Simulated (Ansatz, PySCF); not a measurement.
C₃H₁₀SeSi (SMILES C[Si](C)(C)[SeH]), singlet, geometry from GFN2-xTB, with bond 8-1 at 2.4 times its length. Base run: CASSCF(4,5)/STO-3G run with PySCF.

PySCF was given this input:
```python
from pyscf import gto, scf, mcscf
import numpy

mol = gto.Mole()
mol.atom = '''
    C    -0.91577784    1.45592390    1.56361304
    Si   -0.79724361   -0.00837680    0.34798913
    C    -0.94461819   -1.68726690    1.22822485
    C    -2.05188082    0.17261021   -1.07644327
    Se    1.35461985   -0.01777519   -0.57478349
    H    -1.88097500    1.47252831    2.05928850
    H    -0.78860128    2.40513315    1.05101038
    H     0.92695010    1.29676298    3.39992799
    H    -0.82674607   -2.50561384    0.52382635
    H    -1.91083568   -1.79541645    1.70993326
    H    -0.17619862   -1.79440954    1.98841596
    H    -3.07054216    0.12427704   -0.70560708
    H    -1.92980270    1.12143168   -1.59100625
    H    -1.92498691   -0.61832170   -1.80969486
    H     1.23465964    1.27481277   -1.17648737
'''
mol.basis = 'sto-3g'
mol.verbose = 4
mol.build()

mf = scf.RHF(mol)
mf.kernel()
mc = mcscf.CASSCF(mf, 5, 4)
mc.fix_spin_(ss=0.0)
mc.kernel()
occ = numpy.linalg.eigvalsh(mc.fcisolver.make_rdm1(mc.ci, mc.ncas, mc.nelecas))[::-1]
ss = mc.fcisolver.spin_square(mc.ci, mc.ncas, mc.nelecas)[0]
print('natural occupations', occ.round(4), ' <S^2>', round(ss, 4))
```

Programs used: Ansatz (a first-principles code), PySCF; a row that names a program was run with it.

Variants of this job, named by their change:

```tsv
change	ΔE vs base (mEh)	natural occupations	<S^2> of the state
base	0.000	1.98 1.31 0.69 0.02 0.00	0.00
active space = 6 electrons, 6 orbitals	-10.451	1.98 1.97 1.31 0.69 0.03 0.02	0.00
code = ansatz; correction = SC-NEVPT2, all electrons	-189.4	-	-
active space = 6 electrons, 5 orbitals	5.030	2.00 1.98 1.31 0.69 0.02	0.00
code = ansatz	-0.009	-	-
state_average = 2 states	21.045	-	-
orbitals = fixed (CASCI); correction = SC-NEVPT2	-183.9	2.00 1.32 0.68 0.00 0.00	0.00
active space = 6 electrons, 7 orbitals	-12.681	1.98 1.97 1.31 0.69 0.03 0.02 0.00	0.00
start = MP2 natural orbitals	0.000	1.98 1.31 0.69 0.02 0.00	0.00
active space = 8 electrons, 7 orbitals	-9.549	2.00 1.98 1.98 1.31 0.69 0.02 0.02	0.00
conv_tol = 1e-5	0.089	1.98 1.31 0.69 0.02 0.00	0.00
```

Active orbitals are taken around the Fermi level unless the row says otherwise; CASSCF can end in different local minima, and two programs can end on different orbitals. State-averaged rows give the lowest state.
